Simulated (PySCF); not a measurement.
C2H6F2GeO2, SMILES `C[O][Ge]([O]C)([F])[F]` (C–O–Ge–F torsion 170°, F–Ge–O–C torsion 67°), neutral singlet in the gas phase. 

Cartesian coordinates (Å):
SMILES: C[O][Ge]([F])([F])[O]C
```xyz
13

C     -2.3845    -0.2672     0.4562
O     -1.7113     0.0290    -0.7640
Ge    -0.0328     0.4816    -0.7754
F      0.5039     0.4826    -2.4099
F      0.2163     2.1016    -0.2191
O      0.9108    -0.5946     0.2272
C      2.2837    -0.3364     0.5027
H     -3.3718    -0.6743     0.1938
H     -2.5308     0.6402     1.0674
H     -1.8393    -1.0165     1.0541
H      2.9071    -0.4689    -0.3984
H      2.4380     0.6833     0.8948
H      2.6107    -1.0602     1.2637
```
Charge 0, spin multiplicity 1.

All levels are single points at this geometry (B3LYP-D3(BJ)/def2-SVP); Pople sets use spherical d functions. Orbital energies aren't observables, and empty levels follow the basis.

HF/3-21G in PySCF gives HOMO (eV) = -12.64.

Q: Estimate the HOMO (eV) from each of these levels: B3LYP-D3(BJ)/def2-TZVP in PySCF; PBE-D3(BJ)/def2-TZVP in PySCF; B3LYP/3-21G in PySCF; B3LYP/6-31G* in PySCF; B3LYP/LANL2DZ in PySCF.

A: 
```
level                            HOMO (eV)
-------------------------------  ---------
B3LYP-D3(BJ)/def2-TZVP in PySCF      -8.57
PBE-D3(BJ)/def2-TZVP in PySCF        -7.15
B3LYP/3-21G in PySCF                 -7.84
B3LYP/6-31G* in PySCF                -8.30
B3LYP/LANL2DZ in PySCF               -8.62
```
